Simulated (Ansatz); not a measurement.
Cost and result for the atomization energy of BClH₅NOSi, SMILES `NB(O)[SiH2]Cl` (10 atoms, 9 bonds).

```tsv
atom	x (Å)	y (Å)	z (Å)
N1	0.508	-0.544	1.472
B2	0.162	0.412	0.519
O3	0.242	1.738	0.871
Si4	-0.433	-0.232	-1.313
Cl5	-0.382	-2.307	-1.342
H6	0.474	-1.531	1.285
H7	0.813	-0.300	2.401
H8	-0.006	2.353	0.182
H9	-1.823	0.173	-1.658
H10	0.445	0.239	-2.418
```

The species carries charge 0 and has multiplicity 1. All single points use the PBE0-D4/def2-TZVP geometry. It is one conformer, not always the lowest. Program: Ansatz. All runs use 4 threads of an Arm Neoverse V1 on a shared host. Times are those of one run each, without the atoms' runs, and a repeat can differ threefold. Electronic energies, without spin–orbit coupling; frozen cores. CCSD(T)/CBS adds CCSD(T) − MP2 in def2-TZVPP to the MP2 limit, and its time is that of the two runs behind it. T1 = 0.012.

CCSD(T)/CBS is a level of theory with its own doubt, some kJ/mol a heavy atom from the limit and from the frozen cores, so smaller differences don't rank the functionals.

| level | functions | wall time |
| --- | --- | --- |
| PBE-D4/def2-TZVPP (with forces) | 247 | 2.5 s |
| BHLYP-D4/def2-TZVPP | 247 | 3.1 s |
| CAM-B3LYP-D4/def2-TZVPP | 247 | 3.4 s |
| CCSD(T)/def2-SVP | 103 | 4 s |
| r2SCAN-D4/def2-TZVPP (with forces) | 247 | 4.8 s |
| r2SCANh-D4/def2-TZVPP | 247 | 5.5 s |
| PBE-QIDH/def2-TZVPP | 247 | 5.5 s |
| ωB97X-V/def2-TZVPP | 247 | 7.5 s |
| B97M-V/def2-TZVPP | 247 | 9.5 s |
| ωB97M-V/def2-TZVPP (with forces) | 247 | 11 s |
| MP2/def2-QZVPP | 461 | 19 s |
| CCSD(T)/def2-TZVPP | 247 | 2.2 min |
| CCSD(T)/CBS(def2) | – | 2.5 min |

**Question.** What atomization energy does each give, and how far from CCSD(T)/CBS? (Best estimate.)

**Answer.** Ansatz gave: 
| level | atomization (kcal/mol) | difference from CCSD(T)/CBS | per bond |
| --- | --- | --- | --- |
| PBE-D4/def2-TZVPP (with forces) | 884.5 | 15.8 | 1.8 |
| BHLYP-D4/def2-TZVPP | 844.8 | -23.9 | -2.7 |
| CAM-B3LYP-D4/def2-TZVPP | 874.2 | 5.5 | 0.6 |
| CCSD(T)/def2-SVP | 810.2 | -58.5 | -6.5 |
| r2SCAN-D4/def2-TZVPP (with forces) | 871.9 | 3.2 | 0.4 |
| r2SCANh-D4/def2-TZVPP | 865.9 | -2.8 | -0.3 |
| PBE-QIDH/def2-TZVPP | 861.3 | -7.4 | -0.8 |
| ωB97X-V/def2-TZVPP | 873.7 | 5.0 | 0.6 |
| B97M-V/def2-TZVPP | 873.5 | 4.8 | 0.5 |
| ωB97M-V/def2-TZVPP (with forces) | 874.4 | 5.7 | 0.6 |
| MP2/def2-QZVPP | 875.5 | 6.8 | 0.8 |
| CCSD(T)/def2-TZVPP | 842.4 | -26.3 | -2.9 |
| CCSD(T)/CBS(def2) | 868.7 | 0.0 | 0.0 |

Leaving LDA and LC-ωPBE aside and taking each functional with its dispersion term where it has one, the values spread over 39.7 kcal/mol, from BHLYP-D4 to PBE-D4. LDA lies +114.8 kcal/mol from PBE without D4, its usual overbinding. From PBE to PBE0 (25 % exact exchange), in def2-TZVPP and without D4, the atomization energy moves by −15.4 kcal/mol: exact exchange takes away binding that semilocal exchange gives to molecules. At CCSD(T), def2-SVP lies −58.5 kcal/mol from the extrapolated value and def2-TZVPP −26.3 kcal/mol: correlation converges slowly with the basis, and small sets miss more of it in the bonded molecule than in its fragments.
